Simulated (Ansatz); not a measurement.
Z-matrix (Å, degrees):
```
C
C 1 1.511
H 1 1.094 2 109.8
H 1 1.092 2 111.1 3 -119.7
H 1 1.092 2 111.3 3 119.8
Cl 2 1.797 1 110.3 3 177.5
Ge 2 1.974 1 113.6 3 -61.4
H 2 1.091 1 110.7 3 61.5
H 7 1.541 2 108.9 1 59.7
H 7 1.534 2 109.7 1 179.9
H 7 1.535 2 108.3 1 -59.4
```

Charge 0, multiplicity 1.

Question: List the r2SCAN/def2-TZVPP orbital energies in eV (Ansatz 0.2.0). (An estimate is asked.)

Answer: The calculation gave: Occupied: -10834.18, -2753.18, -1349.30, -1199.35, -1199.35, -1199.35, -274.84, -273.33, -254.54, -193.15, -192.90, -192.90, -167.48, -117.17, -117.17, -117.16, -30.47, -30.47, -30.46, -30.40, -30.39, -22.38, -19.38, -16.06, -14.03, -11.92, -11.18, -10.50, -9.59, -8.89, -8.66, -8.50, -7.40, -6.83. Lowest empty: -0.34, 0.50, 0.90, 1.04, 1.50, 1.98, 2.43, 2.94.
